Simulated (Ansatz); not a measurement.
Relaxation of CH7ClOSi2 (12 atoms, charge 0, multiplicity 1), to a largest force component of 0.015 eV/Å in at most 40 steps.

Computed with RKS BLYP-D4/6-31G* (Ansatz 0.2.0).

```xyz
12
Properties=species:S:1:pos:R:3
O -2.334 1.104 -0.286
C -1.029 0.894 0.062
Cl -0.575 -0.657 -0.680
Si -0.608 0.799 1.892
Si 1.607 0.936 2.174
H -2.374 2.056 -0.693
H -0.410 1.663 -0.424
H -1.251 1.981 2.573
H -1.200 -0.365 2.499
H 2.158 2.182 1.481
H 2.282 -0.218 1.550
H 1.995 1.011 3.594
```

**Question.** Where does it end, and by what steps?

**Answer.** The run converged. After 11 steps the energy has fallen by 0.634 eV; H6 moved furthest, 0.81 Å.

| step | energy less start (eV) | largest force component (eV/Å) | accepted |
| --- | --- | --- | --- |
| 0 | 0.0000 | 2.708 | yes |
| 1 | -0.3813 | 0.925 | yes |
| 2 | -0.4807 | 0.415 | yes |
| 3 | -0.5507 | 0.629 | yes |
| 4 | -0.5772 | 1.318 | yes |
| 5 | -0.6235 | 0.144 | yes |
| 6 | -0.6313 | 0.086 | yes |
| 7 | -0.6314 | 0.105 | yes |
| 8 | -0.6336 | 0.041 | yes |
| 9 | -0.6338 | 0.041 | yes |
| 10 | -0.6342 | 0.024 | yes |
| 11 | -0.6343 | 0.010 | yes |

```xyz
12
Properties=species:S:1:pos:R:3
O -2.450 1.122 -0.083
C -1.071 1.154 0.083
Cl -0.215 -0.289 -0.867
Si -0.629 0.922 1.946
Si 1.713 0.828 2.195
H -2.667 1.368 -1.011
H -0.593 2.030 -0.386
H -1.201 2.099 2.682
H -1.312 -0.318 2.420
H 2.348 1.896 1.356
H 2.254 -0.502 1.782
H 2.083 1.078 3.626
```

Whether the end is a true minimum wasn't checked by a vibrational analysis.

Run time: 38 s on 2 threads of Arm Neoverse V1 (shared host), peak memory 0.15 GiB.
